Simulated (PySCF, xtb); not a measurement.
CH₄F₂O₂Si, SMILES [Si](F)(O)(OC)F. The values are those of a single conformer.

Harmonic wavenumbers (cm⁻¹) from GFN2-xTB run with xtb at its own minimum, in rising order: 62, 91, 135, 193, 219, 277, 291, 304, 354, 723, 801, 894, 907, 995, 1128, 1141, 1215, 1412, 1469, 1474, 2972, 2984, 3002, 3662.

Question: What does PySCF 2.14.0 with PBE0-D3(BJ)/def2-SVP give at its own minimum? (An estimate is asked for; the answer gives what the named calculation found.)

Answer: 44, 81, 143, 176, 264, 299, 349, 377, 409, 732, 773, 952, 974, 1013, 1180, 1184, 1247, 1476, 1477, 1481, 3041, 3131, 3161, 3948. Paired by order, the mean absolute difference is 56 cm⁻¹ and the zero-point energies are 38.2 and 39.9 kcal/mol.
